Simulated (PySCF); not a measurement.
## Spin-rotation constants: Ge(CCH)2H2, C$_{4}$H$_{4}$Ge

Geometry:
```
atom   x (Å)   y (Å)   z (Å)
 Ge1  -0.821  -0.031  -0.562
  C2  -0.779  -0.020   1.334
  C3  -0.753  -0.017   2.536
  H4  -0.731  -0.016   3.589
  C5   0.960   0.024  -1.208
  C6   2.088   0.068  -1.623
  H7   3.076   0.105  -1.987
  H8  -1.560   1.178  -1.048
  H9  -1.481  -1.291  -1.032
```

Theory: GIAO PBE0/def2-SVP magnetisability, rotational g tensor and spin-rotation constants, non-relativistic, gas phase in PySCF 2.14.0. Geometry: GFN2-xTB.

The calculation is non-relativistic, which matters for the atoms heavier than Zn.

Q: Give the nuclear spin-rotation constants along the inertial axes (H = +C I·J) beside the isotropic shieldings.

A: Rotational constants 6.2026, 2.1484, 1.6273 GHz. A star marks the isotopologue with that one atom substituted, in its own axes.
```tsv
atom	isotope	Caa (kHz)	Cbb (kHz)	Ccc (kHz)	mean (kHz)	σ (ppm)
H4	1H	-0.192	-0.153	-0.188	-0.177	30.1
H7	1H	-0.191	-0.153	-0.188	-0.177	30.1
H8	1H	-0.596	-0.110	-0.005	-0.237	27.3
H9	1H	-0.596	-0.110	-0.006	-0.237	27.3
Ge1	73Ge*	-1.368	-0.468	-0.366	-0.734	1718.5
C2	13C*	0.661	0.462	0.534	0.552	118.8
C3	13C*	0.837	0.524	0.548	0.636	101.5
```
For the geometry as given, no vibrational averaging.
